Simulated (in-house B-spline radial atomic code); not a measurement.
A calculation on N3+: its settings, and results tabulated from the run. Level of theory: non-relativistic r2SCAN, spin-polarised, spherical fractional occupations, point nucleus; calculated with a radial B-spline atomic code at the basis-set limit.

Command:
```bash
python run_scf.py task.json out
```
Settings:
```
Z                7
configuration    [He] 2s2
hamiltonian      nr
method           r2scan
spin_polarised   True
```

Output (hartree, bohr):
```
 radial grid: 38 intervals, B-splines of order 8, outer radius 10.8108 bohr

 iter        energy (Eh)    residual
    1         -51.158634    2.36e-02
    2         -51.159921    3.68e-04
    3         -51.159922    2.00e-04
    4         -51.159922    1.09e-04
    5         -51.159922    1.27e-05
    6         -51.159922    9.60e-07
    7         -51.159922    6.19e-08

 total energy                       -51.15992
 kinetic                              51.0733
 electron-nucleus                   -111.4615
 Hartree                              14.4380
 exchange-correlation                 -5.2097

 orbital      occ     eigenvalue          <r>       <r^2>       <1/r>       <r^4>     <1/r^3>       r_max
 1s up      1.000       -16.7293     0.228287   0.0703358      6.6597   0.0129601           -      0.1483
 1s down    1.000       -16.7293     0.228287   0.0703358      6.6597   0.0129601           -      0.1483
 2s up      1.000        -2.5165      1.10904      1.4426     1.30184      3.5609           -      0.9268
 2s down    1.000        -2.5165      1.10904      1.4426     1.30184      3.5609           -      0.9268
```

Cost of the run: 0.08 s on 1 thread of Arm Neoverse V1 (shared host).
